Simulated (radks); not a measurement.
Results of a calculation; reference values are marked as such.
Species: Zr10+. Configuration: [Ar] 3d10 4s2.

Level of theory: scalar-relativistic Kohn-Sham, LB94 model potential, spin-unpolarised, spherical densities, finite nucleus; Fermi nuclear charge, rms radius 4.2694 fm (a radial shooting solver on a logarithmic mesh with Libxc functionals).

Energy parts (eV):
kinetic: 100185.383
electron-nucleus: -228680.521
Hartree: 34355.154
(The LB94 potential has no energy functional, so no total or exchange-correlation energy is given.)

Orbitals (lengths in bohr, moments of r in powers of bohr; <r^-3> diverges for s and p1/2; r(max) is where P^2 peaks):
orbital  occ.  eigenvalue (eV)  <r^-3>   <1/r>   r(max)      <r>
1s          2        -18129.51       -   41.30  0.02413  0.03700
2s          2        -2688.258       -   9.267   0.1368   0.1621
2p          6        -2422.916    2180   9.049   0.1092   0.1411
3s          2        -597.5912       -   3.141   0.4078   0.4570
3p          6        -510.7075   351.3   2.996   0.4014   0.4591
3d         10        -367.8497   46.83   2.781   0.3437   0.4441
4s          2        -220.0209       -   1.302   0.9983    1.063
4p          0        -193.1908   75.33   1.213    1.054    1.126
4d          0        -151.7598   9.056   1.064    1.165    1.252
4f          0        -112.6626  0.9409  0.8132    1.251    1.421
5s          0        -116.6852       -  0.7123    1.969    1.956

The highest occupied level is 4s at -220.02 eV. The electron density at the nucleus is 7.618e+04 e/bohr^3 (large components only). Summed over all electrons, <r^2> = 7.067 bohr^2, which gives a Langevin (diamagnetic) susceptibility term of -5.6 x 10^-6 cm^3/mol.
